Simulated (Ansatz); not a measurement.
`[NH2][Ti]([NH2])([Cl])[Cl]` and `[NH2][Ti]([NH2])([NH2])[Cl]` differ in one atom or group.

Ansatz, PBE0-D4/def2-TZVP geometries, multiplicity 1. Each molecule was computed in one conformer, which needn't be the lowest.

Scalar relativity is left out up to krypton.

```json
{"property": "HOMO energy (PBE0/def2-TZVPP) / eV", "`[NH2][Ti]([NH2])([Cl])[Cl]`": "-7.91"}
{"property": "HOMO–LUMO gap (PBE/def2-TZVPP) / eV", "`[NH2][Ti]([NH2])([Cl])[Cl]`": "3.28"}
{"property": "LUMO energy (PBE/def2-TZVPP) / eV", "`[NH2][Ti]([NH2])([Cl])[Cl]`": "-3.26"}
{"property": "size of the dipole moment (PBE/def2-TZVPP) / D", "`[NH2][Ti]([NH2])([Cl])[Cl]`": "3.41"}
{"property": "size of the dipole moment (ωB97M-V/def2-TZVPP) / D", "`[NH2][Ti]([NH2])([Cl])[Cl]`": "3.49"}
{"property": "LUMO energy (PBE0/def2-TZVPP) / eV", "`[NH2][Ti]([NH2])([Cl])[Cl]`": "-2.31"}
```

Q: What does the change do to each property? (Estimate.)

A: Ansatz gave: 
| property | `[NH2][Ti]([NH2])([NH2])[Cl]` | shift |
| --- | --- | --- |
| HOMO energy (PBE0/def2-TZVPP) / eV | -7.54 | 0.37 |
| HOMO–LUMO gap (PBE/def2-TZVPP) / eV | 3.86 | 0.58 |
| LUMO energy (PBE/def2-TZVPP) / eV | -2.31 | 0.95 |
| size of the dipole moment (PBE/def2-TZVPP) / D | 2.89 | -0.52 |
| size of the dipole moment (ωB97M-V/def2-TZVPP) / D | 2.90 | -0.59 |
| LUMO energy (PBE0/def2-TZVPP) / eV | -1.33 | 0.98 |

With PBE0 the HOMO rises by 0.37 eV and the LUMO rises by 0.98 eV, so the gap widens by about 0.61 eV. PBE moves the HOMO by 0.37 eV and ωB97M-V by 0.26 eV. Dipoles are sizes alone; their direction can turn.
